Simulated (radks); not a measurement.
Problem. The nickel ion Ni3+, 25 electrons, occupied as [Ar] 3d7 (the NIST ground configuration). Method: Dirac Kohn-Sham, PBE, spin-unpolarised, spherical densities, point nucleus; open shells are shared between the two j in proportion to 2j + 1; speed of light set to 411.108 atomic units (3 times the physical value, a model run); computed with a radial shooting solver on a logarithmic mesh with Libxc functionals. Some entries of the table are withheld. Estimate them.

orbital,occ.,eigenvalue (hartree),<r> (bohr),<r^2> (bohr^2)
1s1/2,2,-300.3180,0.05475,0.004020
2s1/2,2,(1),0.2479,0.07245
2p1/2,2,(2),0.2162,0.05734
2p3/2,4,(3),0.2166,0.05752
3s1/2,2,(4),0.7437,0.6376
3p1/2,2,-4.04935,0.7719,0.7007
3p3/2,4,-4.04039,0.7730,0.7026
3d3/2,2.8,(5),(6),1.010
3d5/2,4.2,(7),(8),1.011

Solution. 
(1) 2s1/2 eigenvalue (hartree): -36.94150
(2) 2p1/2 eigenvalue (hartree): -32.43370
(3) 2p3/2 eigenvalue (hartree): -32.36380
(4) 3s1/2 eigenvalue (hartree): -5.43180
(5) 3d3/2 eigenvalue (hartree): -1.73994
(6) 3d3/2 <r> (bohr): 0.8925
(7) 3d5/2 eigenvalue (hartree): -1.73882
(8) 3d5/2 <r> (bohr): 0.8930
